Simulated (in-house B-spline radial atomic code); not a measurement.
**RPA and G0W0 on SCAN: Ca+**

Configuration [Ar] 4s1, highest spin, mean-field start SCAN. Computed with an all-electron radial atomic-structure program (B-spline basis): all electrons, non-relativistic, point nucleus, each spin shell either full or empty, empty states to l = 9 with an (l + 1/2)⁻⁴ tail; G0W0 by contour deformation at full frequency.

Command:
```bash
python run_gw.py task.json out
```
Settings (radii: box in bohr, nucleus in fm):
```
Z                        20
electrons                19
configuration            [Ar] 4s1
hamiltonian              nr
method                   scan,scan
lmax                     9
spin_polarised           True
box_radius               23.78
intervals                51
ion_configuration        [Ne] 3s2 3p6
```

Run time, properties included: 1.8 s on 1 thread of Intel(R) Xeon(R) 6975P-C (Granite Rapids) (shared host).

Energies (hartree):

| term | value |
| --- | --- |
| mean-field total | -677.40377 |
| Hartree-Fock functional on these orbitals | -676.56342 |
| direct second order | -1.3746 |
| second-order exchange | 0.4736 |
| SOSEX correction | 0.42193 |

(1) What is the RPA correlation energy, and what remains with SOSEX?

Quasi-particle levels (eV):

```tsv
level	occupied	mean field	Σx - vxc	Σc	QP weight	G0W0
4s up	yes	-9.411	-1.91	?	?	?
4s down	no	-13.962	29.47	0.00	0.980	15.507
```

G0W0 = mean field + (Σx - vxc) + Σc, with Σc (partial-wave tail included) taken at the quasi-particle energy. Only the outer levels were computed. Levels of low weight are left out. An empty level above zero is unbound and depends on the box.

(2) Where does G0W0 put 4s up?

(3) What does it cost to remove one electron (to [Ne] 3s2 3p6) by differences of total energies, each species on its own start (correlation terms add to the Hartree-Fock functional)?

Results:

(1) RPA gives -1.1727 hartree (-1.68 eV per electron); RPA + SOSEX gives -0.75073, and the second-order doubles -0.90105 hartree (no singles). SOSEX takes back 36 % of the RPA value.

(2) At -12.330 eV, with Σc = -1.01 eV and a quasi-particle weight of 0.910. The tabulated removal energy is 11.872 eV (NIST, measured); the calculation leaves out relativity, Breit and QED terms, and what these don't explain is the method's own error.

(3) SCAN 11.706 eV, Hartree-Fock functional 11.295 eV, + RPA 12.356 eV, + RPA + SOSEX 11.734 eV, + second order 12.100 eV. Tabulated: 11.872 eV (NIST, measured); the calculation leaves out relativity, Breit and QED terms, and what these don't explain is the method's own error.
